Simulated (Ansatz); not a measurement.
Results of the Gaussian-basis code of Ansatz.

A structure relaxed at PBE0-D4/def2-TZVP, charge 0, multiplicity 1:

| atom | x (Å) | y (Å) | z (Å) |
| --- | --- | --- | --- |
| O1 | 1.245 | 0.786 | -1.486 |
| C2 | 0.745 | 0.998 | -0.421 |
| C3 | 0.229 | -0.085 | 0.504 |
| F4 | -0.144 | 0.494 | 1.704 |
| B5 | -0.964 | -0.912 | -0.127 |
| F6 | -0.730 | -1.621 | -1.206 |
| H7 | 0.608 | 2.021 | -0.011 |
| H8 | 1.069 | -0.770 | 0.690 |
| H9 | -2.059 | -0.910 | 0.354 |

Problem. Give its formula and SMILES.

Solution. C2H3BF2O, `O=CC(F)BF`.

Problem. Summarise the bond lengths by kind.

Solution. 1 × C–O 1.195 Å; 1 × C–C 1.514 Å; 2 × C–H 1.100 to 1.111 Å; 1 × C–F 1.384 Å; 1 × B–C 1.583 Å; 1 × B–F 1.312 Å; 1 × B–H 1.195 Å.
